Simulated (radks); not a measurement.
Spherical quantum dot in the effective-mass picture: electrons in a hard-walled sphere of radius 1.77, with a point charge +1 (a donor) at the centre, all in effective atomic units (hartree* = m*/eps^2 hartree, bohr* = eps/m* bohr), one dielectric constant everywhere. Method: non-relativistic Kohn-Sham, LDA (Slater exchange, Perdew-Wang correlation), spin-polarised, spherical densities; computed with a radial shooting solver with Libxc functionals. Levels are named by radial order and angular momentum (1s, 1p, 1d, 2s, ...), and open shells are averaged over m. Results are scaled to m* = 0.043 and eps = 14.1, for which hartree* = 5.885 meV and bohr* = 17.35 nm.

N = 21, configuration 1s2 1p6 1d10 2s2 1f(up 1, down 0). This is the lowest configuration that the search found. Occupied and some empty levels:

| level | occupation | eigenvalue (meV) | <r> (nm) |
|---|---|---|---|
| 1s up | 1 | 98.348 | 18.13 |
| 1s down | 1 | 98.494 | 18.10 |
| 1p up | 3 | 105.15 | 20.08 |
| 1p down | 3 | 105.33 | 20.06 |
| 1d up | 5 | 115.06 | 21.20 |
| 1d down | 5 | 115.24 | 21.19 |
| 2s up | 1 | 124.56 | 13.74 |
| 2s down | 1 | 124.64 | 13.76 |
| 1f up | 1 | 127.87 | 22.02 |
| 1f down | 0 | 128.06 | 22.02 |
| 1g up | 0 | 143.39 | 22.67 |
| 1g down | 0 | 143.59 | 22.67 |
| 2p up | 0 | 144.60 | 16.04 |
| 2p down | 0 | 144.69 | 16.04 |
| 2d up | 0 | 165.52 | 17.49 |
| 2d down | 0 | 165.63 | 17.49 |

Energy (meV): total 1374.04, kinetic 589.07, external -124.29, Hartree 1016.6, exchange-correlation -107.35.
